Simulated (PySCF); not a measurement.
# Br²⁺ (bromine, charge +2) across methods

[Ar] 3d10 4s2 4p2 4d1, one real determinant (an excited configuration). All numbers are calculated (PySCF 2.14, scalar relativity through the core potential, in aug-cc-pV5Z-PP with ECP10MDF (8s7p6d4f3g2h, 136 functions)).

```json
{"method": "B97-3", "E (hartree)": "-415.0051", "mean ε 4s β (eV)": "-44.125", "mean ε 4p α (eV)": "-33.203", "mean ε 4d α (eV)": "-15.057", "Σ⟨r²⟩ (bohr²)": "29.56", "⟨S²⟩": "3.751"}
{"method": "BHandHLYP", "E (hartree)": "-414.8112", "mean ε 4s β (eV)": "-45.767", "mean ε 4p α (eV)": "-34.760", "mean ε 4d α (eV)": "-15.556", "Σ⟨r²⟩ (bohr²)": "29.96", "⟨S²⟩": "3.751"}
{"method": "PBE", "E (hartree)": "-414.9774", "mean ε 4s β (eV)": "-42.660", "mean ε 4p α (eV)": "-31.472", "mean ε 4d α (eV)": "-14.476", "Σ⟨r²⟩ (bohr²)": "29.26", "⟨S²⟩": "3.751"}
{"method": "PBE0", "E (hartree)": "-414.9334", "mean ε 4s β (eV)": "-44.073", "mean ε 4p α (eV)": "-33.243", "mean ε 4d α (eV)": "-15.168", "Σ⟨r²⟩ (bohr²)": "29.45", "⟨S²⟩": "3.751"}
{"method": "LDA", "E (hartree)": "-414.3634", "mean ε 4s β (eV)": "-43.225", "mean ε 4p α (eV)": "-31.539", "mean ε 4d α (eV)": "-14.306", "Σ⟨r²⟩ (bohr²)": "29.29", "⟨S²⟩": "3.750"}
{"method": "r2SCAN", "E (hartree)": "-414.8233", "mean ε 4s β (eV)": "-43.126", "mean ε 4p α (eV)": "-32.225", "mean ε 4d α (eV)": "-14.552", "Σ⟨r²⟩ (bohr²)": "29.60", "⟨S²⟩": "3.751"}
```

**Question.** Estimate the same row for M06-2X.

**Answer.** E (hartree) = -415.1473; mean ε 4s β (eV) = -44.252; mean ε 4p α (eV) = -34.573; mean ε 4d α (eV) = -15.597; Σ⟨r²⟩ (bohr²) = 29.86; ⟨S²⟩ = 3.751.

⟨L²⟩ = 7.37 against 12 for a pure F term, so this real determinant mixes terms. Energies and moments cover only the electrons outside the core potential. The outer electron is Rydberg-like, and this basis confines it to a smaller radius and binds it less than a complete one would.
